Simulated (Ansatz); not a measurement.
Frontier orbitals of C$_{2}$H$_{10}$AsBO.

Z-matrix (Å, degrees):
```
C
B 1 1.574
H 1 1.094 2 114.5
H 1 1.097 2 108.4 3 -119.7
H 1 1.093 2 112.0 3 123.7
C 2 1.569 1 122.2 3 -165.1
O 2 1.367 1 121.0 3 15.2
H 6 1.094 2 111.6 1 -45.4
H 6 1.091 2 113.1 1 -168.7
H 6 1.097 2 109.3 1 71.3
H 7 0.961 2 112.7 1 -1.8
H 9 3.054 6 109.7 2 59.5
As 12 1.519 9 106.8 6 -9.1
H 13 1.523 12 92.6 9 154.9
H 13 1.520 12 92.4 9 -112.6
```

Total charge 0; spin multiplicity 1. Correlated methods include outer-core shells of As, which these sets cover unevenly. Scalar relativity is left out up to krypton. The bonds changed during the relaxation, so this is another structure than the one it started from. The geometry is a stationary point of PBE0-D4/def2-TZVP. It is one conformer, not always the lowest. Basis def2-TZVPP, Ansatz 0.2.0.

```tsv
functional	HOMO (eV)	LUMO (eV)	gap (eV)
LDA (SPW92)	-6.70	-0.73	5.97
PBE	-6.59	-0.51	6.08
BLYP	-6.48	-0.40	6.08
PBE0	-7.71	0.43	8.14
B3LYP	-7.53	0.15	7.68
ωB97X-V	-10.03	2.29	12.32
ωB97M-V	-9.91	1.87	11.78
```

A quarter of exact exchange (PBE0) shifts PBE's HOMO by −1.12 eV and its LUMO by +0.94 eV; full exchange at long range (ωB97M-V) shifts them by −3.32 and +2.38 eV. The gap opens from 6.08 to 11.78 eV, since occupied levels lose self-interaction and empty ones feel all the electrons. A positive LUMO is unbound and depends on the basis.

B3LYP here is the variant with VWN-RPA as its local correlation; programs differ in this.
